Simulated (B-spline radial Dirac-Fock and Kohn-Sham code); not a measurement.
Electron momentum distribution of Dy⁸⁺: Compton profiles

System: the Dy⁸⁺ ion in the configuration [Kr] 4d10 4f8 5s2 5p2.

Input file task.json (cfg lists n, l and occupation; rrms is the nuclear radius in fm):

```json
{"items": [{
  "Z": 66,
  "q": 8,
  "cfg": [[1, 0, 2], [2, 0, 2], [2, 1, 6], [3, 0, 2], [3, 1, 6], [3, 2, 10], [4, 0, 2], [4, 1, 6], [4, 2, 10], [4, 3, 8], [5, 0, 2], [5, 1, 2]],
  "A": 164,
  "rrms": 5.2218,
  "do": ["scatter"],
  "s": [0.0, 0.09, 0.1, 0.13, 0.16, 0.19, 0.23, 0.28, 0.35, 0.42, 0.52, 0.63, 0.77, 0.94, 1.15, 1.41, 1.72, 2.1, 2.57, 3.14, 3.83, 4.68, 5.72],
  "pz": [0, 0.1, 0.2, 0.3, 0.4, 0.5, 0.6, 0.8, 1.0, 1.2, 1.4, 1.6, 1.8, 2.0, 2.5, 3.0, 4.0, 5.0, 7.0, 10.0, 15.0, 20.0, 30.0, 40.0, 60.0, 100.0],
  "hv_scatter": [2000, 8047.8, 10000, 17479.3, 20000, 30000, 50000, 1000000]
}]}
```

Launch: `python xray_run.py task.json out`

These are calculated numbers from an atomic code on a B-spline grid; the model is the impulse approximation on configuration-average Dirac-Fock orbitals. pz is in atomic units of momentum; subshell profiles are per electron, for a selection of subshells; open shells are spread over both j values by their weights.

| pz | J total | J 3p1/2 | J 3p3/2 | J 3d3/2 | J 5p3/2 |
| --- | --- | --- | --- | --- | --- |
| 0 | 5.609 | 0.0549 | 0.0577 | 0.0377 | 0.305 |
| 0.2 | 5.570 | 0.0549 | 0.0577 | 0.0377 | 0.305 |
| 0.3 | 5.524 | 0.0549 | 0.0577 | 0.0377 | 0.304 |
| 0.4 | 5.460 | 0.0549 | 0.0577 | 0.0377 | 0.303 |
| 0.5 | 5.382 | 0.0549 | 0.0577 | 0.0377 | 0.299 |
| 0.6 | 5.290 | 0.0549 | 0.0577 | 0.0377 | 0.293 |
| 0.8 | 5.078 | 0.0549 | 0.0577 | 0.0377 | 0.273 |
| 1 | 4.847 | 0.0548 | 0.0577 | 0.0377 | 0.240 |
| 1.2 | 4.616 | 0.0548 | 0.0577 | 0.0377 | 0.199 |
| 1.4 | 4.402 | 0.0548 | 0.0576 | 0.0377 | 0.155 |
| 1.6 | 4.211 | 0.0547 | 0.0576 | 0.0377 | 0.114 |
| 1.8 | 4.044 | 0.0546 | 0.0574 | 0.0377 | 0.0795 |
| 2 | 3.896 | 0.0545 | 0.0573 | 0.0377 | 0.0536 |
| 2.5 | 3.554 | 0.0540 | 0.0567 | 0.0377 | 0.0227 |
| 3 | 3.196 | 0.0533 | 0.0557 | 0.0377 | 0.0176 |
| 4 | 2.437 | 0.0505 | 0.0523 | 0.0374 | 0.0151 |
| 5 | 1.809 | 0.0462 | 0.0471 | 0.0368 | 0.00759 |
| 7 | 1.103 | 0.0338 | 0.0328 | 0.0340 | 0.00155 |
| 10 | 0.6577 | 0.0155 | 0.0137 | 0.0258 | 0.00120 |
| 15 | 0.3197 | 0.00307 | 0.00280 | 0.0117 | 0.000227 |
| 20 | 0.1716 | 0.00196 | 0.00222 | 0.00433 | 8.03e-05 |
| 30 | 0.06236 | 0.00140 | 0.00133 | 0.000570 | 5.62e-05 |
| 40 | 0.02813 | 0.000601 | 0.000493 | 9.15e-05 | 2.14e-05 |
| 60 | 0.008459 | 9.90e-05 | 6.42e-05 | 4.65e-06 | 2.75e-06 |
| 100 | 0.001483 | 6.22e-06 | 2.70e-06 | < 1e-6 | < 1e-6 |

J(0) = 5.609. The 5s1/2 subshell gives the largest part, 16 %.

Mean momentum ⟨p⟩ by subshell (a.u.): 1s1/2 65.4, 2s1/2 23.3, 2p1/2 30.9, 2p3/2 28.2, 3s1/2 11.7, 3p1/2 14.0, 3p3/2 13.2, 3d3/2 15.8, 3d5/2 15.5, 4s1/2 5.92, 4p1/2 6.60, 4p3/2 6.27, 4d3/2 6.81, 4d5/2 6.68, 4f5/2 6.44, 4f7/2 6.38, 5s1/2 2.62, 5p1/2 2.80, 5p3/2 2.68.
